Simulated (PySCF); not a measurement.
From one molecule to another.

First species: C₂H₇F₃OSi₂.
Geometry (GFN2-xTB, Å), atoms numbered from 1 in this order:
```xyz
15
C2H7F3OSi2 angstrom
O      1.761    0.616    1.610
Si     1.967   -0.182    0.223
C      0.419   -1.227   -0.250
Si    -1.067   -0.324   -0.970
C     -1.704    0.888    0.421
F     -1.939    0.270    1.597
F     -0.816    1.876    0.709
F     -2.850    1.514    0.092
H      1.080    1.269    1.754
H      3.067   -1.072    0.566
H      2.258    0.715   -0.897
H      0.731   -1.980   -0.971
H      0.105   -1.775    0.641
H     -0.775    0.577   -2.084
H     -2.241   -1.157   -1.234
```

Second species: Isocyanodiacetylene, C5HN.
Geometry (GFN2-xTB, Å), atoms numbered from 1 in this order:
```
atom  x, y, z in Å
C1     3.2671   -0.6879    1.7038
N2     2.2282   -0.4682    1.2011
C3     1.0902   -0.2277    0.6511
C4     0.0150   -0.0022    0.1337
C5    -1.1792    0.2493   -0.4444
C6    -2.2460    0.4727   -0.9612
H7    -3.1720    0.6688   -1.4116
```

Levels: PBE0/def2-SVPD for dipole moment, HOMO energy, LUMO energy, HOMO–LUMO gap, static isotropic polarisability and electronic spatial extent ⟨r²⟩ about the centre of nuclear charge; TDDFT PBE0/def2-SVPD for lowest singlet excitation; TDA PBE0/def2-SVPD for lowest triplet excitation (Tamm–Dancoff); GFN2-xTB for smallest rotational constant. Geometries: GFN2-xTB. Each species is one conformer at its optimised geometry, gas phase, non-relativistic unless stated; the electronic structure was computed with PySCF and density fitting.

Dipoles, sizes and rotational constants follow the conformer. The torsions of the flexible species, by atom-mapped SMILES:
- `[OH:1][SiH2:2][CH2:3][SiH2:4][C:5]([F:6])([F:7])[F:8]`: O1–Si2–C3–Si4 77°, Si2–C3–Si4–C5 -63°, C3–Si4–C5–F6 -53°, H–O1–Si2–C3 -61°

Values for the first species:

```
Dipole moment                                                     : 2.64 D
HOMO energy                                                       : -8.69 eV
LUMO energy                                                       : 0.00 eV
HOMO–LUMO gap                                                     : 8.69 eV
Lowest singlet excitation                                         : 7.40 eV
Lowest triplet excitation (Tamm–Dancoff)                          : 7.07 eV
Static isotropic polarisability                                   : 82.4 au
Electronic spatial extent ⟨r²⟩ about the centre of nuclear charge : 1511 bohr²
Smallest rotational constant                                      : 0.756 GHz
```

**Question.** Estimate the same properties for the second species, and the change in each.

**Answer.** 
| property | first | second | second less first |
| --- | --- | --- | --- |
| dipole moment | 2.64 D | 3.29 D | +0.65 D |
| HOMO energy | -8.69 eV | -7.97 eV | +0.72 eV |
| LUMO energy | 0.00 eV | -2.16 eV | -2.16 eV |
| HOMO–LUMO gap | 8.69 eV | 5.81 eV | -2.88 eV |
| lowest singlet excitation | 7.40 eV | 4.05 eV | -3.35 eV |
| lowest triplet excitation (Tamm–Dancoff) | 7.07 eV | 3.23 eV | -3.84 eV |
| static isotropic polarisability | 82.4 au | 75.4 au | -7.0 au |
| electronic spatial extent ⟨r²⟩ about the centre of nuclear charge | 1511 bohr² | 741 bohr² | -770 bohr² |
| smallest rotational constant | 0.756 GHz | 1.420 GHz | +0.664 GHz |

On the first: S1 lies 1.29 eV below the HOMO–LUMO gap; its leading configuration is HOMO→LUMO+1, weight 0.70. The dipole equals about 8.8 × 10⁻³⁰ C·m (1 D = 3.33564 × 10⁻³⁰ C·m).

On the second: S1 lies 1.76 eV below the HOMO–LUMO gap. The vertical singlet–triplet gap S1 − T1 is 0.82 eV (TDDFT singlet less Tamm–Dancoff triplet).
